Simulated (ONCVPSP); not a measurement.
# Reading a pseudo-wave (vanadium (V))

Columns: radius, all-electron u(r) and pseudo u(r) of the 3s shell (level -86.61 eV) of vanadium in the configuration [Ne] 3s2 3p6 3d3; BLYP, scalar-relativistic, ONCV scheme, ONCVPSP 4.0.1.

| r (bohr) | all-electron | pseudo |
| --- | --- | --- |
| 0.062 | 0.2089 | 0.0807 |
| 0.125 | -0.3094 | 0.1666 |
| 0.188 | -0.5851 | 0.2587 |
| 0.250 | -0.5533 | 0.3552 |
| 0.312 | -0.3304 | 0.4550 |
| 0.375 | -0.0215 | 0.5566 |
| 0.438 | 0.2943 | 0.6554 |
| 0.500 | 0.5693 | 0.7487 |
| 0.562 | 0.7910 | 0.8377 |
| 0.625 | 0.9569 | 0.9233 |
| 0.688 | 1.0663 | 1.0010 |
| 0.750 | 1.1256 | 1.0641 |
| 0.812 | 1.1459 | 1.1059 |
| 0.875 | 1.1350 | 1.1185 |
| 0.938 | 1.1008 | 1.0980 |
| 1.000 | 1.0510 | 1.0509 |
| 1.062 | 0.9909 | 0.9907 |
| 1.125 | 0.9234 | 0.9233 |
| 1.188 | 0.8531 | 0.8530 |
| 1.250 | 0.7835 | 0.7834 |
| 1.312 | 0.7153 | 0.7153 |
| 1.375 | 0.6487 | 0.6487 |
| 1.438 | 0.5857 | 0.5857 |
| 1.500 | 0.5277 | 0.5277 |
| 1.562 | 0.4738 | 0.4738 |
| 1.625 | 0.4235 | 0.4234 |

Task: How many radial nodes do the two functions have?

Result: The all-electron 3s function has n − l − 1 = 2; the pseudo-wave has 0, since the states of the same l below it are removed with the core.

Task: At about which radius was the pseudo-wave matched?

Result: 1.00 bohr, where the columns begin to agree (steps of 0.06 bohr).

Task: Where does each function peak?

Result: Outermost all-electron maximum near 0.81 bohr, pseudo maximum near 0.88 bohr (to the table’s step).

Task: Is the pseudo-wave norm-conserving?

Result: Yes: the ONCV scheme keeps the norm inside the radius equal to the all-electron one, which fixes the energy derivative of the logarithmic derivative at the level.
